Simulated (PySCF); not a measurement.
C2H3ClF2Si, SMILES F/C=C(/F)[SiH2]Cl. Atoms are numbered in the order given.

```xyz
9

F      2.2964     0.8008     0.7464
C      1.9508    -0.4226     0.3725
C      0.7906    -0.6610    -0.2470
F      0.5184    -1.9350    -0.5779
Si    -0.5141     0.6088    -0.7011
Cl    -2.1380     0.4167     0.5637
H      2.6849    -1.1978     0.6140
H     -0.9754     0.3284    -2.0855
H      0.0519     1.9732    -0.5655
```
Charge 0, spin multiplicity 1.

Geometry: PBE0-D3(BJ)/def2-SVP. The structure was generated by enumeration; whether it is a known compound was not checked. The values are those of a single conformer.

These are B3LYP/pcSseg-1 in PySCF values and carry that method's errors.

GIAO shieldings, no solvent; atoms listed in one row are averaged. δ = σ(ref) − σ: ¹⁹F against CFCl3 (σ = 161.7 ppm); ¹³C against TMS (σ = 181.3 ppm); ²⁹Si against TMS (σ = 338.7 ppm); ³⁵Cl against HCl (σ = 933.3 ppm); ¹H against TMS (σ = 31.68 ppm), references at their B3LYP-D3(BJ)/def2-TZVP geometries, non-relativistic (without spin–orbit terms, shifts of atoms bonded to Cl or Br come out too high).

Computed chemical shifts:
```
nucleus  atoms  count  δ (ppm)
-------  -----  -----  -------
¹⁹F         F1      1   -171.5
¹⁹F         F4      1   -192.8
¹³C         C3      1    168.0
¹³C         C2      1    167.1
²⁹Si       Si5      1    -31.9
³⁵Cl       Cl6      1    -43.4
¹H          H7      1     8.05
¹H          H9      1     5.63
¹H          H8      1     5.46
```
